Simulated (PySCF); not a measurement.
# How methods differ on the fine-structure interval of Tl⁷²⁺

Tl⁷²⁺ [He] 2s2 2p5 [2p1/2^2 2p3/2^3, M_J = 3/2] → Tl⁷²⁺ [He] 2s2 2p5 [2p1/2^1 2p3/2^4, M_J = 1/2], as a difference of total energies. All numbers are calculated (PySCF 2.14, the two-component X2C-1e Hamiltonian, in an even-tempered Gaussian basis (16 s from 60 bohr⁻², ratio 2.4; 13 p from 79 bohr⁻², ratio 2.4; 5 d from 270 bohr⁻², ratio 2.6; 4 f from 400 bohr⁻², ratio 2.6)). Correlated levels: nothing frozen; the 26 highest virtual spinors dropped. "Screened" scales the spin-orbit matrix elements by Boettger's factors to mimic the two-electron term; Breit and QED terms are absent.

```json
{"method": "GHF (screened spin-orbit)", "fine-structure interval (cm⁻¹)": "17246000"}
{"method": "GMP2 (screened spin-orbit)", "fine-structure interval (cm⁻¹)": "17248000"}
{"method": "GHF (bare spin-orbit)", "fine-structure interval (cm⁻¹)": "17750000"}
```
